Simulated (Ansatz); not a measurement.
Reaction (redistribution): `[F][Al]([SH])[O][SiH3]` + `[CH3][Sn]([F])([F])[F]` → `[F][Sn]([F])([F])[SiH3]` + `C[O][Al]([F])[SH]`

Computed with Ansatz on PBE0-D4/def2-TZVP structures; ΔE is electronic, products minus reactants. CBS: MP2 limit from def2 TZ/QZ plus the TZ coupled-cluster correction, frozen cores. This one scheme is used for every species. Functionals use def2-TZVPP. def2 core potentials past Kr. For Sn outer-core shells are correlated without core-valence functions, which leaves a few kJ/mol of doubt a bond. One conformer a species, not always the lowest.

`[F][Al]([SH])[O][SiH3]`:

Cartesian coordinates in Å:
```
F 0.706 2.828 0.103
Al 1.033 1.221 0.069
S 3.108 0.627 0.112
O -0.204 0.108 0.003
Si -1.546 -0.811 -0.071
H 2.781 -0.677 0.066
H -2.235 -0.804 1.246
H -2.469 -0.284 -1.110
H -1.174 -2.207 -0.417
```

`[CH3][Sn]([F])([F])[F]`:

Z-matrix (Å, degrees):
```
C
Sn 1 2.102
H 1 1.088 2 108.4
H 1 1.088 2 108.5 3 120.0
H 1 1.089 2 108.5 3 -120.0
F 2 1.898 1 114.2 3 179.3
F 2 1.898 1 114.3 3 -60.7
F 2 1.898 1 114.2 3 59.4
```

`[F][Sn]([F])([F])[SiH3]`:

```xyz
8

F     1.227   -2.284    0.180
Sn    1.065   -0.393    0.039
F     2.100    0.248    1.501
F     2.134    0.028   -1.478
Si   -1.337    0.491   -0.050
H    -1.985    0.069    1.211
H    -1.235    1.962   -0.164
H    -1.968   -0.122   -1.239
```

`C[O][Al]([F])[SH]`:

Z-matrix (Å, degrees):
```
C
O 1 1.399
H 1 1.094 2 109.9
H 1 1.095 2 112.4 3 120.6
H 1 1.094 2 109.9 3 -118.7
Al 2 1.665 1 139.5 3 -120.9
S 6 2.160 2 118.8 1 -179.8
F 6 1.647 2 121.8 1 0.2
H 7 1.345 6 91.8 2 -180.0
```

| level | ΔE (kcal/mol) |
| --- | --- |
| PBE-D4 | 33.8 |
| PBE0-D4 | 36.4 |

Q: What does CCSD(T)/CBS give? (Best estimate.)

A: The calculation gave: +41.8 kcal/mol. The listed levels differ from it by -8.0, -5.4 kcal/mol.

Largest T1 diagnostic among the species: 0.015.

From PBE to PBE0 (25 % exact exchange), in def2-TZVPP and without D4, ΔE moves by +2.7 kcal/mol.
